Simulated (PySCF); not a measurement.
Atomic charges against the basis set

Species: CH7B2FSi.
Atom-mapped SMILES: `[CH3:1][B:2]([SiH3:3])[BH:4][F:5]` (hydrogens: H6, H7, H8 on C1; H9, H10, H11 on Si3; H12 on B4)

PBE0 throughout (PySCF), one geometry, spherical d and f functions. One conformer (not necessarily the lowest) at the PBE0-D3(BJ)/def2-SVP geometry, without solvent, vibrations or thermal averaging. Atoms taken as equivalent share a column and are averaged. The first 7 of 8 kinds of atom are listed.

Mulliken charges (e):

| basis | functions | C1 | B2 | Si3 | B4 | F5 | H6/H7/H8 | H9/H10/H11 |
| --- | --- | --- | --- | --- | --- | --- | --- | --- |
| pcSseg-0 | 63 | -1.014 | -0.082 | +0.219 | +0.479 | -0.311 | +0.261 | -0.021 |
| 6-31G* | 88 | -0.706 | +0.062 | +0.162 | +0.345 | -0.254 | +0.200 | -0.051 |
| cc-pVDZ | 109 | -0.135 | -0.181 | +0.133 | +0.270 | -0.099 | +0.066 | -0.035 |
| def2-SVP | 109 | -0.156 | -0.177 | +0.210 | +0.241 | -0.113 | +0.074 | -0.054 |
| aug-cc-pVDZ | 182 | +0.584 | +0.356 | -1.172 | +0.090 | -0.435 | -0.291 | +0.330 |
| 6-311+G(2d,p) | 185 | -0.615 | +0.225 | +0.116 | +0.152 | -0.236 | +0.170 | -0.051 |
| def2-TZVP | 203 | -0.413 | +0.088 | -0.023 | +0.181 | -0.221 | +0.150 | -0.017 |
| cc-pVTZ | 252 | -0.350 | -0.010 | +0.061 | +0.234 | -0.191 | +0.119 | -0.023 |
| IGLO-III | 254 | -0.499 | +0.074 | +0.494 | +0.423 | -0.352 | +0.133 | -0.154 |

IAO charges (e):

```tsv
basis	functions	C1	B2	Si3	B4	F5	H6/H7/H8	H9/H10/H11
pcSseg-0	63	-0.539	-0.046	+0.237	+0.267	-0.264	+0.167	-0.051
6-31G*	88	-0.533	-0.059	+0.389	+0.308	-0.288	+0.161	-0.095
cc-pVDZ	109	-0.534	-0.058	+0.385	+0.296	-0.286	+0.162	-0.094
def2-SVP	109	-0.523	-0.064	+0.402	+0.300	-0.285	+0.159	-0.099
aug-cc-pVDZ	182	-0.546	-0.055	+0.386	+0.302	-0.298	+0.166	-0.093
6-311+G(2d,p)	185	-0.549	-0.063	+0.414	+0.308	-0.301	+0.167	-0.101
def2-TZVP	203	-0.549	-0.066	+0.421	+0.311	-0.302	+0.167	-0.103
cc-pVTZ	252	-0.550	-0.063	+0.407	+0.310	-0.300	+0.167	-0.099
IGLO-III	254	-0.550	-0.065	+0.422	+0.310	-0.302	+0.167	-0.102
```

Hirshfeld charges (e):

```json
{"basis": "pcSseg-0", "functions": "63", "C1": "-0.172", "B2": "+0.068", "Si3": "+0.215", "B4": "+0.148", "F5": "-0.119", "H6/H7/H8": "+0.048", "H9/H10/H11": "-0.071"}
{"basis": "6-31G*", "functions": "88", "C1": "-0.160", "B2": "+0.067", "Si3": "+0.197", "B4": "+0.155", "F5": "-0.120", "H6/H7/H8": "+0.049", "H9/H10/H11": "-0.073"}
{"basis": "cc-pVDZ", "functions": "109", "C1": "-0.174", "B2": "+0.062", "Si3": "+0.220", "B4": "+0.143", "F5": "-0.114", "H6/H7/H8": "+0.052", "H9/H10/H11": "-0.075"}
{"basis": "def2-SVP", "functions": "109", "C1": "-0.180", "B2": "+0.064", "Si3": "+0.228", "B4": "+0.148", "F5": "-0.120", "H6/H7/H8": "+0.052", "H9/H10/H11": "-0.076"}
{"basis": "aug-cc-pVDZ", "functions": "182", "C1": "-0.190", "B2": "+0.064", "Si3": "+0.224", "B4": "+0.160", "F5": "-0.138", "H6/H7/H8": "+0.054", "H9/H10/H11": "-0.073"}
{"basis": "6-311+G(2d,p)", "functions": "185", "C1": "-0.182", "B2": "+0.061", "Si3": "+0.228", "B4": "+0.167", "F5": "-0.145", "H6/H7/H8": "+0.052", "H9/H10/H11": "-0.075"}
{"basis": "def2-TZVP", "functions": "203", "C1": "-0.185", "B2": "+0.064", "Si3": "+0.222", "B4": "+0.162", "F5": "-0.139", "H6/H7/H8": "+0.053", "H9/H10/H11": "-0.074"}
{"basis": "cc-pVTZ", "functions": "252", "C1": "-0.185", "B2": "+0.065", "Si3": "+0.220", "B4": "+0.160", "F5": "-0.134", "H6/H7/H8": "+0.053", "H9/H10/H11": "-0.074"}
{"basis": "IGLO-III", "functions": "254", "C1": "-0.191", "B2": "+0.067", "Si3": "+0.222", "B4": "+0.162", "F5": "-0.142", "H6/H7/H8": "+0.053", "H9/H10/H11": "-0.072"}
```

ESP-fitted charges (e):

```
        basis  functions      C1      B2     Si3      B4      F5  H6/H7/H8  H9/H10/H11
     pcSseg-0         63  -0.641  +0.202  +0.135  +0.470  -0.289    +0.168      -0.069
       6-31G*         88  -0.564  +0.234  +0.104  +0.318  -0.212    +0.148      -0.062
      cc-pVDZ        109  -0.490  +0.209  +0.070  +0.319  -0.221    +0.132      -0.051
     def2-SVP        109  -0.486  +0.189  +0.111  +0.339  -0.228    +0.132      -0.061
  aug-cc-pVDZ        182  -0.546  +0.222  +0.109  +0.345  -0.246    +0.143      -0.060
6-311+G(2d,p)        185  -0.565  +0.228  +0.105  +0.357  -0.256    +0.148      -0.060
    def2-TZVP        203  -0.563  +0.229  +0.106  +0.347  -0.248    +0.148      -0.061
      cc-pVTZ        252  -0.537  +0.211  +0.118  +0.352  -0.244    +0.142      -0.063
     IGLO-III        254  -0.538  +0.211  +0.116  +0.351  -0.249    +0.142      -0.062
```

Some averages cover members that differ in this geometry, most widely: H6/H7/H8, Mulliken in aug-cc-pVDZ -0.361 to -0.160; H9/H10/H11, Mulliken in aug-cc-pVDZ +0.296 to +0.386; H6/H7/H8, IAO in def2-SVP +0.148 to +0.181; H6/H7/H8, IAO in pcSseg-0 +0.156 to +0.189 e.

**Question.** Which scheme is steadiest as the basis changes?

**Answer.** Largest range over the bases for any column: Hirshfeld 0.03 e, ESP-fitted 0.15 e, IAO 0.18 e, Mulliken 1.67 e. Hirshfeld charges move least and Mulliken charges most, counted in e.

**Question.** How much do the charges still move between the two largest bases, cc-pVTZ and IGLO-III?

**Answer.** At most, over all atoms: Mulliken 0.433 e, IAO 0.015 e, Hirshfeld 0.007 e, ESP-fitted 0.005 e.

**Question.** What do the same runs give for the total energy, the frontier levels and the dipole moment?

**Answer.** 
| basis | energy (Eh) | HOMO (eV) | LUMO (eV) | μ (D) |
| --- | --- | --- | --- | --- |
| pcSseg-0 | -480.2455 | -7.72 | -2.14 | 1.75 |
| 6-31G* | -480.9906 | -7.25 | -1.77 | 1.61 |
| cc-pVDZ | -481.0205 | -7.33 | -1.91 | 1.67 |
| def2-SVP | -480.7824 | -7.40 | -1.97 | 1.67 |
| aug-cc-pVDZ | -481.0329 | -7.43 | -2.02 | 1.69 |
| 6-311+G(2d,p) | -481.0840 | -7.47 | -2.06 | 1.73 |
| def2-TZVP | -481.1006 | -7.43 | -2.04 | 1.70 |
| cc-pVTZ | -481.0966 | -7.42 | -2.02 | 1.68 |
| IGLO-III | -481.1072 | -7.45 | -2.05 | 1.70 |

The dipole is fixed by the density alone, so its range of 0.14 D shows that the density itself changes with the basis, not only its division among atoms.
